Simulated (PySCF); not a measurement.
# Variants of one PySCF input: Au²⁺

Base input, run as `OMP_NUM_THREADS=1 python input.py` with PySCF 2.14:

```python
from pyscf import gto, scf

mol = gto.M(
    atom='Au 0 0 0',
    basis='sbkjc',
    ecp={'Au': 'sbkjc'},
    charge=2,
    spin=1,
    verbose=3,
)
mf = scf.UHF(mol)
mf.kernel()
mf.stability(internal=True, external=True)
mf.dip_moment()
print('orbital energies (hartree):', [e[max(0, n-3):n+3].round(4) for e, n in zip(mf.mo_energy, mol.nelec)])
```

Base result: E(SCF) = -134.178502 Eh, ⟨S²⟩ = 0.758, internal stable; real -> complex unstable; UHF/UKS -> GHF/GKS stable. The stability test finds a lower solution, so these numbers belong to a saddle point. No search for the lowest solution was made, and open d or f shells often end in a higher one.

It ran on Arm Neoverse N1 (1 thread, shared host) in 1.7 s, peak memory 0.12 GiB.

Each row names what differs from the base; energies in brackets are changes from the base.

| change | result | wall time (s) |
| --- | --- | --- |
| functional: none (Hartree–Fock) → mn15; SCF type: UHF → UKS; step after the SCF: stability → analyze | E(SCF) = -134.653492 Eh, ⟨S²⟩ = 0.750 | 3.9 |
| SCF type: UHF → ROHF | stops with NotImplementedError after the SCF | 1.5 |
| step after the SCF: stability → tda; number of roots: default → 5 | E(SCF) = -134.178502 Eh (+0.0000 eV), ⟨S²⟩ = 0.758, first excitations without spin–orbit coupling 0.09, 0.09, 0.14, 5.01, 5.29 eV | 1.7 |
| step after the SCF: stability → mp2; frozen orbitals: default → 0 | E(SCF) = -134.178502 Eh (+0.0000 eV), E(MP2) − E(SCF) = -0.09324 Eh, ⟨S²⟩ = 0.758 | 1.4 |
| functional: none (Hartree–Fock) → pbe0; SCF type: UHF → UKS; step after the SCF: stability → analyze | E(SCF) = -134.933067 Eh, ⟨S²⟩ = 0.756 | 2.9 |
| basis set: sbkjc → def2-qzvp [with its own core potential] | E(SCF) = -133.810006 Eh, ⟨S²⟩ = 0.762, internal stable; real -> complex stable; UHF/UKS -> GHF/GKS unstable | 7.6 |
| SCF type: UHF → RHF [runs as restricted open-shell] | stops with NotImplementedError after the SCF | 1.4 |
| level shift (hartree): none → 1 | not converged: SCF | 2 |
| initial guess: minao → core (no such guess here, so PySCF falls back to its default) | E(SCF) = -134.178502 Eh (+0.0000 eV), ⟨S²⟩ = 0.758, internal stable; real -> complex unstable; UHF/UKS -> GHF/GKS stable | 1.7 |
| DIIS space: default → off [unsound on purpose] | not converged: SCF | 2 |
| cycle limit: 50 → 3 [unsound on purpose] | not converged: SCF | 1.8 |
